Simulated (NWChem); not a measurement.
A series in which one site is exchanged, each optimised at PBE0/def2-SVP with NWChem, gas phase unless a solvent is named. All stand in one matching conformer (torsions within 35°), which need not be the lowest. Low-valent species are run as closed-shell singlets; no triplet was tried in these runs. For some, no frequency run checked for a minimum. def2 effective core potentials on Sn, Pb; no spin-orbit coupling.

A: [SH][Pb][Cl] (PbHSCl; site = Pb)
B: [SH][Ge][Cl] (GeHSCl; site = Ge)
C: Cl[Si]S (SiHSCl; site = Si)
D: [SH][Sn][Cl] (SnHSCl; site = Sn)

```json
[
 {"quantity": "dipole (D), PBE0/def2-SVP", "A": "4.72", "B": "…", "C": "1.89", "D": "3.62"},
 {"quantity": "orbital gap (eV), PBE0/def2-SVP", "A": "4.60", "B": "…", "C": "4.74", "D": "4.57"},
 {"quantity": "static polarisability, PBE/def2-SVPD (bohr³)", "A": "87.3", "B": "…", "C": "69.4", "D": "83.9"},
 {"quantity": "lowest singlet excitation, PBE/def2-SVPD, TDA (eV)", "A": "3.23", "B": "…", "C": "3.65", "D": "3.36"}
]
```

What belongs in the gaps?


- dipole (D), PBE0/def2-SVP, B: 2.58
- orbital gap (eV), PBE0/def2-SVP, B: 4.82
- static polarisability, PBE/def2-SVPD (bohr³), B: 72.7
- lowest singlet excitation, PBE/def2-SVPD, TDA (eV), B: 3.58
